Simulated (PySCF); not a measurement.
Zr(F)3(OH) (F₃HOZr), SMILES [OH][Zr]([F])([F])[F], multiplicity 1.

Coordinates come from a B3LYP-D3(BJ)/def2-SVP optimisation. The multiplicity is an assumed one; other spin states were not compared. The def2 effective core potentials stand for the cores of Zr; spin–orbit coupling is left out. One conformer was computed; it need not be the lowest.

Method: PBE/def2-TZVP (PySCF).

Symmetry labels are those of the subgroup Cs that the program uses (full group C3v).

Computed valence orbital energies around the gap with their symmetry:
```
orbital  symmetry  energy (eV)
-------  --------  -----------
HOMO−7         A'       -10.40
HOMO−6         A"       -10.40
HOMO−5         A'        -9.84
HOMO−4         A"        -9.65
HOMO−3         A'        -9.65
HOMO−2         A"        -9.62
HOMO−1         A'        -8.49
HOMO           A"        -8.49
LUMO           A'        -1.67
LUMO+1         A"        -1.67
LUMO+2         A'        -1.23
LUMO+3         A'        -1.01
```
